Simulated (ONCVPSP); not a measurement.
What one change does to a pseudopotential (Sb, ONCV)

ONCVPSP 4.0.1 input, shortened (lines: element, Z, core and valence counts, functional; n l f; lmax; l rc ep ncon nbas qcut; lloc lpopt rc5 dvloc0; l nproj debl; icmod fcfact rcfact), LDA (Perdew-Wang 92), scalar-relativistic:

```
  Sb 51.00    6    5  -001012      upf
    1    0    2.00
    2    0    2.00
    2    1    6.00
    3    0    2.00
    3    1    6.00
    3    2   10.00
    4    0    2.00
    4    1    6.00
    4    2   10.00
    5    0    1.50
    5    1    3.50
    2
    0    1.20    0.00    4    8    9.90
    1    1.15    0.00    4    7   14.10
    2    0.95    0.00    3    7    8.50
    2    5    0.95    0.00
    0    2    3.60
    1    2    3.00
    2    0    1.70
    2    0.50    1.00
```

All-electron outer shells of the reference configuration (LDA (PZ), scalar-relativistic, ld1.x):

| shell | level (eV) | outermost node (bohr) | outermost maximum (bohr) |
| --- | --- | --- | --- |
| 3p | -750.70 | 0.13 | 0.30 |
| 3d | -516.87 | – | 0.24 |
| 4s | -149.23 | 0.39 | 0.73 |
| 4p | -102.33 | 0.39 | 0.76 |
| 4d | -34.25 | 0.38 | 0.84 |
| 5s | -13.50 | 0.95 | 1.88 |
| 5p | -5.29 | 1.04 | 2.29 |

Change: s: qcut 9.4; p: qcut 13.4; d: qcut 8.1.

Cutoffs: the cutoffs (Ha) at which the residual kinetic energy of the hardest occupied pseudo-wave falls to 1 and 0.1 mHa per electron; they do not see the model core or the augmentation charge, which bear on the density cutoff. Errors are all-electron minus pseudo energies relative to the spin-unpolarised reference configuration.

What does the change do?

The potential gets harder (120 Ha and 224 Ha → 179 Ha and 277 Ha); of the 4 tests that both files solve, the error grows in 1 and shrinks in 0 by more than 15 % and 0.3 meV (median size 2.6 → 2.8 meV); neither file shows a bound ghost.

| quantity | base | changed |
| --- | --- | --- |
| cutoff, loose | 120 Ha | 179 Ha |
| cutoff, tight | 224 Ha | 277 Ha |
| loose cutoff by channel | s 39 Ha, p 60 Ha, d 120 Ha | s 37 Ha, p 57 Ha, d 179 Ha |
| bound ghosts | none | none |
| GHOST(+) flags under 300 eV | none | none |
| error for 4s2 4p6 4d10 5s2 5p3, meV [ΔE -4.08 eV] | +0.1 | +0.1 |
| error for 4s2 4p6 4d10 5s2 5p2, meV [ΔE 4.44 eV] | -1.3 | -1.3 |
| error for 4s2 4p6 4d10 5s2 5p1, meV [ΔE 20.69 eV] | -4.3 | -4.3 |
| error for 4s2 4p6 4d9 5s2 5p4, meV [ΔE 26.94 eV] | -3.9 | -5.1 |
| s: phases at 1.22 bohr within 0.05 rad from the reference energy up to (Ha; the scan ends near 5) | to the end of the scan | to the end of the scan |
| p: phases at 1.17 bohr within 0.05 rad from the reference energy up to (Ha; the scan ends near 5) | to the end of the scan | to the end of the scan |
| d: phases at 0.97 bohr within 0.05 rad from the reference energy up to (Ha; the scan ends near 5) | to the end of the scan | to the end of the scan |
| rms error of d²Exc/dni dnj with the model core, mHa | 0.53 | 0.59 |
